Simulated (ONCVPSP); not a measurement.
**N (Z = 7): one change to an ONCV potential, before and after**

- Element: nitrogen
- Generator: ONCVPSP 4.0.1
- Type: optimised norm-conserving Vanderbilt (ONCV)
- Functional: PBE
- Relativity: non-relativistic
- Frozen core: [He]
- Valence charge: 5
- Reference configuration: 2s1 2p4
- Partial waves: 2s: rc 1.00 bohr, ncon 3, nbas 5, qcut 7.2 1/bohr, local; 2p: rc 2.15 bohr, ncon 5, nbas 8, qcut 7 1/bohr, 2 projectors, debl 3.3 Ha; d scattering state at 0.03 Ha: rc 1.65 bohr, ncon 5, nbas 9, qcut 4.9 1/bohr, 3 projectors, debl 1.6 Ha
- Local potential: the s channel
- Core correction: none

Change: p: qcut 4.6.

Cutoffs: the cutoffs (Ha) at which the residual kinetic energy of the hardest occupied pseudo-wave falls to 1 and 0.1 mHa per electron; they do not see the model core or the augmentation charge, which bear on the density cutoff. Errors are all-electron minus pseudo energies relative to the spin-unpolarised reference configuration.

Q: How do hardness, ghosts and transferability respond?

A: The potential gets harder (25 Ha and 53 Ha → 31 Ha and 53 Ha); both files keep a bound ghost (d); of the 4 tests that both files solve, the error grows in 4 and shrinks in 0 by more than 15 % and 0.3 meV (median size 419.7 → 732.4 meV).

| quantity | base | changed |
| --- | --- | --- |
| cutoff, loose | 25 Ha | 31 Ha |
| cutoff, tight | 53 Ha | 53 Ha |
| loose cutoff by channel | s 25 Ha, p 17 Ha | s 25 Ha, p 31 Ha |
| bound ghosts | d | d |
| GHOST(+) flags under 300 eV | none | none |
| error for 2s2 2p3, meV [ΔE -11.48 eV] | -3.1 | -15 |
| error for 2s2 2p2, meV [ΔE 2.12 eV] | +143 | +248 |
| error for 2s2 2p1, meV [ΔE 30.98 eV] | +697 | +1216 |
| error for 2s1 2p0, meV [ΔE 155.83 eV] | +3510 | +5932 |
| s: phases at 1.01 bohr within 0.05 rad from the reference energy up to (Ha; the scan ends near 5) | to the end of the scan | to the end of the scan |
| p: phases at 2.18 bohr within 0.05 rad from the reference energy up to (Ha; the scan ends near 5) | to the end of the scan | 4.8 |
| d: phases at 1.68 bohr within 0.05 rad from the reference energy up to (Ha; the scan ends near 5) | to the end of the scan | to the end of the scan |

 A true bound ghost makes a file unfit for plane-wave use even where its test errors are small: the radial tests pick states by their node count and pass the ghost by.
